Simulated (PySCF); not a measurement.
**What builds the first ionisation energy along group 12**

All values are computed (PySCF 2.14, energy differences of UHF-based or UKS calculations, no spin-orbit coupling). Each column adds one step, in eV (sums use unrounded values): valence MP2, valence CCSD, valence triples, then the next inner shell at CCSD(T) (Zn 3s 3p, Cd 4s 4p, Hg 5s 5p). References (NIST) marked * lie between the lowest fine-structure levels; the others compare directly ((s) semi-empirical, (t) theoretical).

| element | UHF | + MP2 | + CCSD | + (T) | + inner shell | sum | reference |
| --- | --- | --- | --- | --- | --- | --- | --- |
| Zn [Ar] 3d10 4s2 → [Ar] 3d10 4s1 (x2c-TZVPPall, spin-free X2C) | 7.791 | 1.258 | 0.063 | 0.111 | 0.010 | 9.232 | 9.394 |
| Cd [Kr] 4d10 5s2 → [Kr] 4d10 5s1 (x2c-TZVPPall, spin-free X2C) | 7.331 | 1.387 | -0.099 | 0.104 | 0.053 | 8.776 | 8.994 |
| Hg [Xe] 4f14 5d10 6s2 → [Xe] 4f14 5d10 6s1 (x2c-TZVPPall, spin-free X2C) | 8.521 | 1.779 | -0.245 | 0.117 | 0.068 | 10.240 | 10.438 |

What remains against the references is mostly basis incompleteness.

These are valence bases, so the inner-shell step is incomplete.
